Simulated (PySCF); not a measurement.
**`CN(C)C(F)=C=CF`, C5H7F2N**

Molfile (atoms numbered from 1):
```
C5H7F2N
     RDKit          3D

 15 14  0  0  0  0  0  0  0  0999 V2000
   -0.4480   -1.0826   -0.8011 C   0  0  0  0  0  0  0  0  0  0  0  0
   -0.7101    0.2283   -0.2682 N   0  0  0  0  0  0  0  0  0  0  0  0
   -2.0590    0.4886    0.1796 C   0  0  0  0  0  0  0  0  0  0  0  0
    0.3394    0.8913    0.3001 C   0  0  0  0  0  0  0  0  0  0  0  0
    0.0228    2.1376    0.6614 F   0  0  0  0  0  0  0  0  0  0  0  0
    1.5636    0.4272    0.5002 C   0  0  0  0  0  0  0  0  0  0  0  0
    2.7877   -0.0197    0.5272 C   0  0  0  0  0  0  0  0  0  0  0  0
    3.6136    0.0018   -0.5320 F   0  0  0  0  0  0  0  0  0  0  0  0
   -0.3664   -1.8548   -0.0117 H   0  0  0  0  0  0  0  0  0  0  0  0
    0.4966   -1.0707   -1.3630 H   0  0  0  0  0  0  0  0  0  0  0  0
   -1.2632   -1.3648   -1.4831 H   0  0  0  0  0  0  0  0  0  0  0  0
   -2.3606   -0.1834    1.0065 H   0  0  0  0  0  0  0  0  0  0  0  0
   -2.1461    1.5252    0.5229 H   0  0  0  0  0  0  0  0  0  0  0  0
   -2.7600    0.3425   -0.6562 H   0  0  0  0  0  0  0  0  0  0  0  0
    3.2864   -0.4628    1.3981 H   0  0  0  0  0  0  0  0  0  0  0  0
  1  2  1  0
  2  3  1  0
  2  4  1  0
  4  5  1  0
  4  6  2  0
  6  7  2  0
  7  8  1  0
  1  9  1  0
  1 10  1  0
  1 11  1  0
  3 12  1  0
  3 13  1  0
  3 14  1  0
  7 15  1  0
M  END
```

Theory: PySCF, quadratic response CAM-B3LYP/aug-cc-pVDZ first hyperpolarisability, Taylor convention, gas phase. Geometry: PBE0-D3(BJ)/def2-SVP.

(1) Give the tensor of the second harmonic β(−2ω;ω,ω) at 1064 nm in the axes of these coordinates.

Answers

(1) In au, Taylor convention; rows are the first index (the induced dipole):
```
       xx      yy      zz     xy      xz     yz
x  -183.2    -1.8   +14.8  -26.3  -156.4  -41.1
y   -24.9  +127.6   +38.2   -2.8   -38.9  -59.1
z  -150.3   -61.2  -111.8  -39.9   +16.5  +38.4
```
Norm of βᵢ = ⅓ Σⱼ (βᵢⱼⱼ + βⱼᵢⱼ + βⱼⱼᵢ): 393.3 au, hyper-Rayleigh value 164.7 au.
